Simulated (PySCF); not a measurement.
Compound: C6H12NP.
SMILES: `N=[P@]12CC[C@H](CC1)C2`

Computed with PySCF at PBE0/pcSseg-1, non-relativistic, on one gas-phase PBE0-D3(BJ)/def2-SVP geometry that isn't relaxed in the solvent. The solvent is an IEF-PCM continuum (van der Waals radii × 1.2). Specific hydrogen bonds and non-electrostatic terms are outside this model.

| run | E − E(gas) (kJ/mol) | HOMO (eV) | HOMO–LUMO gap (eV) | dipole (D) |
| --- | --- | --- | --- | --- |
| gas | 0.00 | -6.09 | 6.97 | 3.60 |
| P | -38.26 | -6.41 | 7.67 | 5.06 |
| Q | -37.24 | -6.40 | 7.65 | 5.02 |

Question: The runs were made in acetonitrile and water. Which run belongs to which solvent?

Answer: P = water, Q = acetonitrile. The dielectric constants are 35.69 (acetonitrile), 78.36 (water), and the energy falls further as ε rises. In this model the ground state sees the solvent through ε alone.

Question: How constant is the ratio of the lowering to (ε − 1)/(2ε + 1)?

Answer: 
```
     solvent  (ε − 1)/(2ε + 1)  E − E(gas) (kJ/mol)  ratio (kJ/mol)  polarisation term (kJ/mol)
acetonitrile             0.479               -37.24           -77.7                      -45.19
       water             0.490               -38.26           -78.0                      -46.68
```

The ratio changes by +0.4 % in size from acetonitrile to water. The polarisation term is half the interaction of the solute with the induced surface charges.
